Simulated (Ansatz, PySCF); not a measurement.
Species: sum formula SiHBr, net charge 0, singlet state. SMILES: [SiH]Br
Structure (B3LYP-D3(BJ)/def2-TZVP (Ansatz, a program for electronic structure) minimum search):
```
Si
H 1 1.5241
Br 1 2.2668 2 94.17
```

Wanted: vertical ionisation energy (to the doublet state of charge +1; each state is the SCF solution reached for its spin; for the singlet the Hartree-Fock reference is unstable and T1 is 0.015), in eV. Correlated levels leave the core frozen unless marked. Open shells are spin-unrestricted. Spin-orbit coupling is left out. Frozen are the shells of the preceding noble gas and the d and f shells that filled before the atom's block. Non-relativistic. CBS(X,Y): correlation extrapolated as X^-3; Hartree-Fock from the larger set.

CCSD(T)/CBS(def2-TZVPPD,def2-QZVPPD) (Ansatz) gives 9.48 eV.

### Question
Another calculation gave 9.24 eV. Which level was it?
A. PBE0/def2-TZVPD (Ansatz)
B. M06-2X/def2-TZVPD (PySCF)
C. r2SCAN/def2-TZVPD (Ansatz)

### Answer
A, PBE0/def2-TZVPD (Ansatz). The others give 9.39 (M06-2X), 9.13 (r2SCAN) eV.
